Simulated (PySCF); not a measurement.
Molecule: `C1=CC=CC=CB1`, C₆H₇B.

Bonds (- single, = double, # triple, : aromatic): B1-C2, C2=C3, C3-C4, C4=C5, C5-C6, C6=C7, C7-B1. B1 carries H8; C2 carries H9; C3 carries H10; C4 carries H11; C5 carries H12; C6 carries H13; C7 carries H14.

Frames of a GFN2-xTB Langevin trajectory at 300 K; GIAO PBE0/pcSseg-1 shieldings in PySCF 2.14, gas phase, non-relativistic; equivalent atoms averaged within each frame.

δ = σ(ref) − σ, references computed at the same level: 11B (σref 100.07) against BF3·OEt2; TMS for 13C (σref 186.93) and 1H (σref 31.72). The references are static minima.

Question: How do the shifts (ppm) fluctuate along the trajectory?

Answer: 
```tsv
time (fs)	B1	C2/C7	C3/C6	C4/C5	H9/H14	H10/H13	H11/H12	H8
optimised geometry	44.4	164.2	155.3	143.8	8.83	8.43	7.80	6.60
250	48.8	174.9	155.7	142.9	9.57	8.71	7.95	7.01
425	44.5	163.2	153.1	142.3	8.86	8.50	7.53	6.47
625	49.7	161.6	151.5	143.7	8.86	8.36	7.95	7.21
800	42.9	165.9	155.8	140.6	9.03	8.76	7.71	6.77
1000	46.1	168.8	159.2	144.3	9.06	8.74	7.76	6.75
mean of frames	46.4	166.9	155.1	142.8	9.08	8.61	7.78	6.84
standard deviation	2.9	5.2	2.9	1.4	0.29	0.18	0.18	0.28
```

5 frames give an uncertainty of the mean of about the standard deviation over 2.2 at best, since frames this close in time may not be independent; classical motion lacks zero-point vibration, and the reference would need the same averaging.
